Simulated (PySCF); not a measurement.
Compound: C₆H₇FN (doublet state).
Geometry (GFN2-xTB, Å), atoms numbered from 1 in this order:
```xyz
15
C6H7FN angstrom
C     -2.5489   -0.0294    1.3289
C     -1.3508   -0.1696    0.8587
C     -0.8230    0.3659   -0.4388
N     -1.3392    1.2487   -1.1625
C      0.4865   -0.2506   -0.8694
C      1.5794    0.1641    0.0612
C      2.1827   -0.6670    0.8898
F      3.1509   -0.2554    1.7246
H     -3.4645    0.4317    1.0327
H     -0.6028   -0.7357    1.4026
H     -2.2125    1.6577   -0.8478
H      0.7035    0.1043   -1.8781
H      0.3867   -1.3379   -0.8769
H      1.8540    1.2086    0.0557
H      1.9938   -1.7274    0.9852
```

The hyperfine couplings belong to this conformer and change with its torsions.

Identity: `[H]/[C]=C\C(C/C=C/F)=N/[H]` [radical].

Method: UKS B3LYP, pcH-1 on C F H N, non-relativistic, mean-field spin-orbit, GIAO in PySCF. Isolated species at its GFN2-xTB geometry (one conformer only). Couplings are sensitive to structure, and on GFN2-xTB geometries they can be far from those on DFT ones. The frame is twisted about the C2–C3 bond at this geometry (dihedral H10–C2–C3–C5 = 14°); couplings at other torsion angles weren't computed. Stability of the SCF solution: not tested.

Problem. What is the g tensor, term by term?

Solution. 
| Δg (ppm) | 1 | 2 | 3 |
| --- | --- | --- | --- |
| relativistic mass correction | -147 | -147 | -147 |
| gauge correction | 26 | 9 | -33 |
| orbital Zeeman/spin–orbit | -405 | -42 | 941 |
| total | -527 | -181 | 761 |

So g = 2.00179, 2.00214, 2.00308 and g_iso = 2.00234; the tensor is rhombic: the two nearest values differ by 27 % of g3 − g1. Axes: g1 points within 8° of the C1–H9 bond and g2 points within 3° of the C2–C3 bond.

Problem. How much does each term add to the isotropic shift?

Solution. The orbital-Zeeman/spin–orbit term 165, the mass correction -147 and the gauge correction 1 ppm, for a total of 18 ppm. The orbital-Zeeman/spin–orbit term is the largest in size. The mass correction is the same along every axis, so the anisotropy comes from the other two: their spans along these axes are 58 (gauge) and 1346 ppm (orbital Zeeman/spin–orbit).

Problem. What effective moment and Curie constant follow for a powder?

Solution. With the mean of g² = 4.0094 and S(S+1) = 0.75: μ_eff = √(⟨g²⟩S(S+1)) = 1.734 μB and χT = 0.12505·⟨g²⟩·S(S+1) = 0.376 cm³ K/mol (cgs; spin-Hamiltonian part alone).

Problem. In a frozen sample, at which fields do the three g values resonate at 9.5, 34, 94 and 263 GHz (hyperfine left aside), and which band first spreads them over more than twice a line width of 0.5 mT?

Solution. 
```json
{"band": "X", "GHz": "9.5", "B(g3) mT": "338.85", "B(g2) mT": "339.01", "B(g1) mT": "339.07", "spread mT": "0.22"}
{"band": "Q", "GHz": "34.0", "B(g3) mT": "1212.74", "B(g2) mT": "1213.31", "B(g1) mT": "1213.52", "spread mT": "0.78"}
{"band": "W", "GHz": "94.0", "B(g3) mT": "3352.88", "B(g2) mT": "3354.46", "B(g1) mT": "3355.04", "spread mT": "2.16"}
{"band": "J", "GHz": "263.0", "B(g3) mT": "9380.93", "B(g2) mT": "9385.34", "B(g1) mT": "9386.96", "spread mT": "6.04"}
```

The spread grows in proportion to the frequency. W band is the first where it exceeds 1.0 mT.

The largest Mulliken spin populations are on C1 (+1.05), C2 (-0.18) and C3 (+0.08). No atom but C1 exceeds +0.15. The positive populations add up to 1.21 and the negative ones to -0.21, together 2S = 1.

The HOMO–LUMO gaps are 4.96 eV among the α and 4.36 eV among the β orbitals.
